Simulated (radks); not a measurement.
The numbers below are computed, except where a source is named.
All-electron atom: Te3+ in [Kr] 4d10 5s2 5p1.

Code: a radial shooting solver on a logarithmic mesh with Libxc functionals. Model: Dirac Kohn-Sham, PBE, spin-unpolarised, spherical densities, point nucleus; open shells fill j = l - 1/2 first.

Energy parts (eV):
| part | energy |
|---|---|
| total | -184896.621 |
| kinetic | 195553.547 |
| electron-nucleus | -447674.393 |
| Hartree | 71990.804 |
| exchange-correlation | -4766.579 |

Orbitals (lengths in bohr, moments of r in powers of bohr; r(max) is where P^2 peaks):
orbital  occ.  eigenvalue (eV)      <r>   <1/r>      <r^4>   r(max)  small-component weight
1s1/2       2        -31638.16  0.02781   55.58  2.871e-06  0.01793                3.66e-02
2s1/2       2        -4876.356   0.1194   12.94  0.0004915   0.1015                7.80e-03
2p1/2       2        -4570.594   0.1008   12.93  0.0003149  0.07795                7.83e-03
2p3/2       4        -4296.092   0.1064   11.96  0.0003752  0.08265                7.45e-03
3s1/2       2        -995.2064   0.3218   4.603    0.02141   0.2928                2.29e-03
3p1/2       2        -869.5231   0.3122   4.513    0.02054   0.2792                2.24e-03
3p3/2       4        -818.3571   0.3236   4.275    0.02353   0.2897                2.13e-03
3d3/2       4        -596.7451   0.2946   4.127    0.01946   0.2361                2.01e-03
3d5/2       6        -586.0462   0.2983   4.066    0.02031   0.2391                1.98e-03
4s1/2       2        -194.9299   0.7643   1.836     0.6441   0.7013                6.43e-04
4p1/2       2        -151.7240   0.8009   1.723     0.8181   0.7216                5.82e-04
4p3/2       4        -141.9975   0.8294   1.647     0.9411   0.7459                5.49e-04
4d3/2       4         -72.9999   0.9580   1.387      1.988   0.8053                4.09e-04
4d5/2       6         -71.5188   0.9696   1.368      2.088   0.8140                4.00e-04
5s1/2       2         -42.5573    1.922  0.6790      25.04    1.729                1.22e-04
5p1/2       1         -32.3407    2.185  0.5910      42.84    1.939                9.49e-05
5p3/2       0         -31.1220    2.255  0.5700      48.38    2.006                8.98e-05

The highest occupied level is 5p1/2 at -32.341 eV. For comparison, the ionisation energy in NIST's Atomic Spectra Database is 37.416 eV (measured). In exact Kohn-Sham theory the highest level is minus the ionisation energy, but local and semilocal functionals leave it too shallow, through self-interaction and a potential that decays too fast; potentials with the right tail come closer. Summed over all electrons, <r^2> = 32.59 bohr^2, which gives a Langevin (diamagnetic) susceptibility term of -25.8 x 10^-6 cm^3/mol.

Beside tabulated values, note that spin-unpolarised runs miss the spin-polarisation part of the exchange energy of open shells.
